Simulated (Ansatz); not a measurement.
Start from `COCF` and change one atom or group to get `CO[CH2][AlH][CH3]`.

Ansatz, PBE0-D4/def2-TZVP geometries, multiplicity 1. Each molecule was computed in one conformer, which needn't be the lowest.

```json
{"property": "size of the dipole moment (B3LYP/def2-TZVPP) / D", "`COCF`": "1.70"}
{"property": "LUMO energy (PBE0/def2-TZVPP) / eV", "`COCF`": "1.56"}
{"property": "zero-point energy (PBE0-D4/def2-TZVP) / kJ/mol", "`COCF`": "192.7"}
{"property": "size of the dipole moment (PBE/def2-TZVPP) / D", "`COCF`": "1.58"}
{"property": "LUMO energy (B3LYP/def2-TZVPP) / eV", "`COCF`": "1.18"}
{"property": "ideal-gas entropy at 298 K and 1 bar (rigid rotor, harmonic PBE0-D4/def2-TZVP) / J/(mol·K)", "`COCF`": "291"}
```

(1) What does the change do to each property? (An estimate is asked.)

## Answers

(1) Computed: 
```json
{"property": "size of the dipole moment (B3LYP/def2-TZVPP) / D", "`CO[CH2][AlH][CH3]`": "0.87", "shift": "-0.83"}
{"property": "LUMO energy (PBE0/def2-TZVPP) / eV", "`CO[CH2][AlH][CH3]`": "-0.97", "shift": "-2.53"}
{"property": "zero-point energy (PBE0-D4/def2-TZVP) / kJ/mol", "`CO[CH2][AlH][CH3]`": "291.6", "shift": "98.9"}
{"property": "size of the dipole moment (PBE/def2-TZVPP) / D", "`CO[CH2][AlH][CH3]`": "0.78", "shift": "-0.80"}
{"property": "LUMO energy (B3LYP/def2-TZVPP) / eV", "`CO[CH2][AlH][CH3]`": "-1.20", "shift": "-2.38"}
{"property": "ideal-gas entropy at 298 K and 1 bar (rigid rotor, harmonic PBE0-D4/def2-TZVP) / J/(mol·K)", "`CO[CH2][AlH][CH3]`": "374", "shift": "83"}
```

With PBE0 the HOMO rises by 1.91 eV and the LUMO falls by 2.53 eV, so the gap narrows by about 4.44 eV. PBE moves the HOMO by 1.66 eV and ωB97M-V by 2.05 eV. The zero-point energy changes by 98.9 kJ/mol with +15 modes. Dipoles are sizes alone; their direction can turn.

B3LYP here is the variant with VWN-RPA as its local correlation; programs differ in this.
